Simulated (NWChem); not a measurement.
BH3S3; SMILES SB(S)S

```xyz
7

B      0.0127     0.0063     0.0000
S     -1.7906     0.1716     0.0000
H     -2.0764    -1.1484     0.0000
S      0.9242     1.5697     0.0000
H      2.1710     1.0552     0.0000
S      0.7293    -1.6552     0.0000
H      2.0361    -1.3171     0.0000
```
Atoms are numbered in this order, from 1.

Coordinates come from a PBE0/def2-SVP optimisation.

Symmetry labels are those of Cs in the frame above (b1 and b2, or b-type labels, depend on it).

Question: List the 4 lowest vertical singlet excitations from B3LYP/def2-SVPD, TDA (NWChem).

Answer: 
```tsv
state	energy (eV)	oscillator strength	symmetry	leading excitation (squared amplitude)
S1	5.31	0.000	a"	HOMO → LUMO (0.94)
S2	5.36	0.000	a"	HOMO−1 → LUMO (0.94)
S3	5.80	0.234	a'	HOMO → LUMO+1 (0.89)
S4	5.85	0.214	a'	HOMO−1 → LUMO+1 (0.87)
```
